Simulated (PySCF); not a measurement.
**Radial density of Mo³⁺ (molybdenum, charge +3)**

UHF, [Kr] 4d3, high-spin 4F determinant. Calculation: PySCF 2.14, in aug-cc-pVDZ-PP with ECP28MDF; a scalar-relativistic core potential. This is the valence pseudo-density: the core potential removes the inner electrons and smooths the orbitals near the nucleus.

| r (bohr) | 4πr²ρ (e/bohr) | 4πr²(ρα − ρβ) |
| --- | --- | --- |
| 0.0438 | 2.382e-05 | 0.0000 |
| 0.0737 | 7.143e-05 | 0.0000 |
| 0.124 | 0.0003690 | 0.0000 |
| 0.208 | 0.004323 | 0.0010 |
| 0.351 | 0.1015 | 0.0212 |
| 0.590 | 2.425 | 0.3165 |
| 0.992 | 10.57 | 1.7198 |
| 1.67 | 4.871 | 1.7939 |
| 2.81 | 0.3826 | 0.3097 |
| 4.72 | 0.004332 | 0.0043 |

Energies and moments cover only the electrons outside the core potential.
